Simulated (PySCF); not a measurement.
## Structure elucidation problem

The spectra below were simulated for a compound C$_{3}$H$_{7}$F$_{3}$O$_{2}$Si$_{2}$.

1H NMR (600 MHz, computed): δ 5.18 (d, 1H), 3.64 (m, 1H), 2.16 (br s, 1H), 1.64 (br s, 1H), 1.41 (m, 1H), 0.99 (m, 1H), 0.15 (m, 1H).

13C{1H} NMR (computed): δ 140.8 (C), 3.5 (CH), 0.3 (CH2).

Gas phase, single conformer, fast rotation and ring inversion assumed for equivalent nuclei, relativity neglected. Shielding tensors at PBE0/pcSseg-1 (GIAO); geometry: GFN2-xTB; PySCF.

δ = σ(ref) − σ, references computed at the same level: TMS for 1H (31.72 ppm), 13C (186.93 ppm).

Q: Propose a structure and justify it.

A: 
- The formula gives 1 degree of unsaturation (1 ring in the answer).
- 3 carbon signals for 3 carbons: no two carbons are equivalent.
- Carbon types of the structure: 1 × C, 1 × CH, 1 × CH2, leaving 4 H on heteroatoms.
- δC 140.8: CF3 carbon; 3 electronegative neighbours deshield it.
- δC 3.5, 0.3: three-membered-ring carbon; carbons of three-membered rings are unusually shielded.
- δH 5.18: hydrogen on a silicon bonded to C, 2 O.
- δH 3.64: hydrogen on a silicon bonded to 3 C, in a 3-membered ring.
- δH 2.16, 1.64: hydrogen on an oxygen bonded to Si; exchangeable, gas-phase position.
- δH 1.41, 0.99, 0.15: hydrogen on a three-membered-ring carbon; cyclopropane-type protons are shielded by the ring.

These data were computed for `O[SiH](O)[C@@H]1C[Si@@H]1C(F)(F)F`.

The shifts were computed for this structure.

OH/NH shifts are gas-phase values; hydrogen bonding in solution moves them, usually downfield. Splittings by 19F in the carbon and heteronuclear signals aren't shown, as no couplings were computed. Shifts are as computed. Against solution values, carbons near 30 ppm lie about +3 ppm off and those near 130 ppm about +5 ppm. Of 1309 compounds with measured shifts, 239 miss one by over three times the rms of a fit or turn the order of signals round; such compounds aren't used in these exercises. No couplings were computed; multiplicities are counted from neighbouring protons, with m where these are inequivalent, close in shift, in a saturated or five-membered ring or joined by F or P, and br s for small geminal =CH2 splittings.
